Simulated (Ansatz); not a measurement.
The cluster LiB7⁻. Total charge -1; doublet. Geometry B3LYP-D4/def2-SVPD; atoms count from 1.

Cartesian coordinates in Å:
```
Li -0.036 -0.283 -1.887
B -0.293 1.479 -0.373
B 0.805 -0.570 0.037
B 0.209 0.691 1.143
B -0.324 -0.769 1.422
B 1.182 0.950 -0.321
B -0.561 -1.570 0.004
B -0.982 0.071 -0.024
```

Another isomer (doublet) lies 1.48 eV lower at PBE0-D4/def2-TZVPD; other spin states weren't run for this one.

Question: Estimate the Mulliken populations from the PBE0/def2-TZVPD orbitals of Ansatz.

Answer: 
```tsv
atom	charge (e)	spin (α − β)
Li1	0.67	0.02
B2	-0.11	-0.02
B3	-0.52	-0.04
B4	0.15	0.30
B5	-0.31	0.07
B6	-0.10	0.04
B7	-0.26	0.71
B8	-0.52	-0.08
```
Mulliken values depend strongly on the basis. With diffuse functions, as here, like atoms can get unlike values, and bond orders can come out too low or too high.

Question: Where does the spin sit?

Answer: Summed by element: Li 0.02, B 0.98, of 1 unpaired in all. Largest on single atoms: B7 0.71, B4 0.30, B8 -0.08.

Question: And the Mayer bond orders between heavy atoms (over 0.3)?

Answer: B2–B6 1.22 (1.57 Å); B2–B8 0.49 (1.61 Å); B3–B5 0.73 (1.80 Å); B3–B6 0.51 (1.61 Å); B3–B8 1.01 (1.90 Å); B4–B5 1.67 (1.58 Å); B4–B7 0.76 (2.65 Å); B5–B7 0.31 (1.65 Å); B5–B8 0.73 (1.80 Å).
